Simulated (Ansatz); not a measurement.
A series at Si: from disiloxane, ligands are replaced one by one, each step taking up H–F and setting free H₂; n counts the steps. Ansatz, PBE0-D4/def2-TZVP geometries. Each molecule was computed in one conformer, which needn't be the lowest.

| n | molecule | HOMO energy, ωB97M-V/def2-TZVPP (eV) |
| --- | --- | --- |
| 0 | `[SiH3]O[SiH3]` | -11.03 |
| 1 | `F[SiH2]O[SiH3]` | -11.29 |
| 2 | `F[SiH2]O[SiH2]F` | ? |
| 3 | `F[SiH2]O[SiH](F)F` | -11.90 |

**Question.** By hand: fit a straight line y = ȳ + b (n − n̄) to the 3 given rows and predict n = 2.

**Answer.** n̄ = 1.333, ȳ = -11.407; Σ(n − n̄)(y − ȳ) = -1.363, Σ(n − n̄)² = 4.667, so b = -0.292 eV a step. Prediction: -11.407 + (-0.292) × (0.667) = -11.60 eV.

**Question.** By hand: compare with the computed value, -11.69 eV, and give the steps along the whole series.

**Answer.** The line misses by -0.09 eV (computed minus predicted). Steps: -0.26, -0.40, -0.21 eV.

The steps differ by up to 0.19 eV without a steady trend. The highest orbital can change its character along such a series. The miss is 10.3 % of the series' range.
